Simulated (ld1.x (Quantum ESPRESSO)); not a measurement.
## An odd input for ld1.x (Quantum ESPRESSO) 7.5 (antimony (Sb))

Command:

```bash
ld1.x < Sb.in > Sb.out
```

Input:

```
&input
   title='Sb', zed=51., rel=1, dft='PBE', iswitch=3, xmin=-3.0,
   config='[Kr] 4d10 5s2 5p3',
   nld=2, rlderiv=2.25, eminld=-3.0, emaxld=5.0, deld=0.02
 /
 &inputp
   pseudotype=2, tm=.false., rho0=0.01, lloc=0,
   nlcc=.true., rcore=0.90,
   file_pseudopw='Sb.UPF', file_wfcaegen='ae.wfc', file_wfcncgen='nc.wfc', file_beta='beta', file_chi='chi'
 /
2
5P  2  1   3.00   0.00  2.05  2.05  0.0
5S  1  0   2.00   0.00  1.40  1.40  0.0
 &test
   configts(1)='5s2 5p3'
 /
```

This is an input that runs to its end, with one change: mesh start xmin=-3.0.

**Question.** How does the run end?

**Answer.** The program runs through. The occupied levels of the test differ from the all-electron ones by at most 0.00001 Ry (unchanged input: 0.00001 Ry).

```

      Integrated core pseudo-charge :  20.65

      Wfc   5P  rcut= 2.051  Estimated cut-off energy=       40.78 Ry
      This function has    0 nodes for 0 < r <    2.051

     ------------------- End of pseudopotential generation -------------------

     Computing logarithmic derivative in   2.25228
     Computing logarithmic derivative in   2.25228
     Computing the partial wave expansion
       no projector for channel:   0
     R is outside the sphere for l=    1 j= 0.00

     ---------------------- Testing the pseudopotential ----------------------

     Sb
     scalar relativistic calculation

     atomic number is 51.00   valence charge is  5.00
     dft =PBE   lsd =0 sic =0 latt =0  beta=0.20 tr2=1.0E-14
     mesh = 923 r(mesh) =  98.80758 xmin = -3.00 dx = 0.01250

     n l     nl             e AE (Ry)        e PS (Ry)    De AE-PS (Ry)
     1 0     5S   1( 2.00)       -0.93605       -0.93603       -0.00001
     2 1     5P   1( 3.00)       -0.35591       -0.35591        0.00000

     eps = 8.5E-15  iter = 14

     Etot =  -12333.807168 Ry,   -6166.903584 Ha, -167809.995363 eV
     Etotps =   -54.203597 Ry,     -27.101799 Ha,    -737.477511 eV

     Ekin =       3.709235 Ry,       1.854617 Ha,      50.466709 eV
     Encl =     -19.936419 Ry,      -9.968209 Ha,    -271.248797 eV
     Ehrt =       8.562328 Ry,       4.281164 Ha,     116.496403 eV
     Ecxc =     -46.651704 Ry,     -23.325852 Ha,    -634.728765 eV
     (Ecc =     -43.222611 Ry,     -21.611305 Ha,    -588.073577 eV)
     Epseu=       0.112963 Ry,       0.056481 Ha,       1.536939 eV

     ---------------------- End of pseudopotential test ----------------------
```
